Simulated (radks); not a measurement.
Ar XI, configuration [He] 2s2 2p4.

Calculated with a radial shooting solver on a logarithmic mesh with Libxc functionals: scalar-relativistic Kohn-Sham, PBEsol, spin-polarised, spherical densities, finite nucleus; open shells are filled with parallel spins first; Fermi nuclear charge, rms radius 3.4274 fm.

Energy parts (hartree):
| part | energy |
|---|---|
| total | -474.10688 |
| kinetic | 477.05094 |
| electron-nucleus | -1038.09708 |
| Hartree | 108.88379 |
| exchange-correlation | -21.94453 |

Orbitals (lengths in bohr, moments of r in powers of bohr; <r^-3> diverges for s and p1/2; r(90%) holds 90 % of the orbital's charge):
| orbital | occ. | eigenvalue (hartree) | r(90%) | <r^-3> |
|---|---|---|---|---|
| 1s up | 1 | -126.8790 | 0.153 | - |
| 1s down | 1 | -126.6674 | 0.153 | - |
| 2s up | 1 | -21.27672 | 0.604 | - |
| 2s down | 1 | -20.90304 | 0.608 | - |
| 2p up | 3 | -19.14305 | 0.565 | 147.6 |
| 2p down | 1 | -18.70490 | 0.572 | 145.3 |

The highest occupied level is 2p down at -508.99 eV. The density falls to 0.001 e/bohr^3 at r = 1.21 bohr.
